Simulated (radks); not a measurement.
Problem. Calculated with a radial shooting solver on a logarithmic mesh with Libxc functionals: scalar-relativistic Kohn-Sham, LDA (Slater exchange, Perdew-Wang correlation), spin-polarised, spherical densities, finite nucleus; open shells are filled with parallel spins first; Fermi nuclear charge, rms radius of each element as measured or else 0.836 A^(1/3) + 0.57 fm. Response by self-consistent Sternheimer equations with the Hartree and adiabatic LDA kernel, the relativistic mass of each level held fixed and spin-orbit coupling left out. Rank Ne7+, C3+, O5+, Be+, F6+, Li, B2+, N4+ (NIST ground configurations) by static dipole polarisability, largest first.

Solution. Li 143.6, Be+ 21.20, B2+ 6.802, C3+ 2.999, N4+ 1.577, O5+ 0.9282, F6+ 0.5909, Ne7+ 0.3985 bohr^3.
